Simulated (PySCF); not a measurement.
Two species compared at the same levels of theory.

First species: propiophenone, C9H10O.
Geometry (GFN2-xTB, Å), atoms numbered from 1 in this order:
```xyz
20
C9H10O angstrom
C     -3.4082   -0.1821    0.0408
C     -1.9382   -0.5072    0.2700
C     -1.0268    0.4710   -0.4439
O     -1.4639    1.3845   -1.1075
C      0.4391    0.2599   -0.2949
C      1.0003   -0.7737    0.4537
C      2.3744   -0.9023    0.5410
C      3.2066   -0.0077   -0.1129
C      2.6595    1.0237   -0.8588
C      1.2879    1.1549   -0.9479
H     -3.6314    0.8197    0.3989
H     -3.6394   -0.2182   -1.0207
H     -4.0417   -0.8940    0.5646
H     -1.7078   -0.4757    1.3376
H     -1.7145   -1.5133   -0.0927
H      0.3741   -1.4830    0.9721
H      2.8011   -1.7064    1.1227
H      4.2789   -0.1157   -0.0399
H      3.3029    1.7244   -1.3699
H      0.8419    1.9520   -1.5239
```

Second species: C₄H₁₄SSi₂.
SMILES: `C[C@@H](CS)C[SiH2][SiH3]`

Levels: PBE0/pcSseg-1 for dipole moment, HOMO energy, LUMO energy and HOMO–LUMO gap; GFN2-xTB for rotational constant A and rotational constant C. Geometries: GFN2-xTB. All species are isolated and taken at one optimised geometry, non-relativistic unless stated. Electronic properties by PySCF.

Dipoles, sizes and rotational constants follow the conformer. The torsions of the flexible species, by atom-mapped SMILES:
- `[CH3:1][CH2:2][C:3](=[O:4])[c:5]1[cH:6][cH:7][cH:8][cH:9][cH:10]1`: C1–C2–C3–O4 0°, C2–C3–C5–C6 0°
- `[CH3:1][C@@H:2]([CH2:3][SH:4])[CH2:5][SiH2:6][SiH3:7]`: C1–C2–C3–S4 70°, C1–C2–C5–Si6 175°, C2–C5–Si6–Si7 -165°, H–S4–C3–C2 -70°

Which has the higher rotational constant A?

The first: 3.486 GHz against 2.331 GHz, a difference of 1.155 GHz.

Which has the higher HOMO energy?

The second: -6.86 eV against -7.37 eV, a difference of 0.51 eV.

Which has the higher HOMO–LUMO gap?

The second: 7.03 eV against 5.74 eV, a difference of 1.29 eV.

Which of the two has the higher rotational constant C, and by how much?

The first: 0.661 GHz against 0.553 GHz, a difference of 0.108 GHz.

Which has the higher dipole moment?

The first: 2.95 D against 2.07 D, a difference of 0.88 D.

Which of the two has the higher LUMO energy, and by how much?

The second: 0.17 eV against -1.63 eV, a difference of 1.80 eV.

On the first: In atomic units the dipole is 1.16 e·bohr (1 au = 2.5417 D). A dipole of 2.95 D is allowed in Cs, and pure rotational transitions are dipole-allowed.

On the second: The dipole equals about 6.9 × 10⁻³⁰ C·m (1 D = 3.33564 × 10⁻³⁰ C·m).
